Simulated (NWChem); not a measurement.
Species: BaHSF; SMILES [F][Ba][SH]

```xyz
4

Ba     0.3253     0.4295     0.0000
F     -1.3676     1.8682     0.0000
S     -0.4236    -2.3797     0.0000
H      0.8690    -2.7882     0.0000
```
Atoms are numbered in this order, from 1.

Geometry: optimised at PBE0/def2-SVP. No frequency run checked for a minimum. def2 effective core potentials on Ba; no spin-orbit coupling.

Symmetry labels are those of Cs in the frame above (b1 and b2, or b-type labels, depend on it).

Problem. List the 4 lowest vertical singlet excitations from CAM-B3LYP/def2-SVPD with def2 effective core potentials on Ba, TDA (NWChem).

Solution. 
```tsv
state	energy (eV)	oscillator strength	symmetry	leading excitation (squared amplitude)
S1	3.51	0.025	a"	HOMO → LUMO (0.91)
S2	3.77	0.025	a'	HOMO−1 → LUMO (0.89)
S3	4.64	0.013	a"	HOMO → LUMO+2 (0.79)
S4	4.66	0.011	a'	HOMO → LUMO+1 (0.83)
```
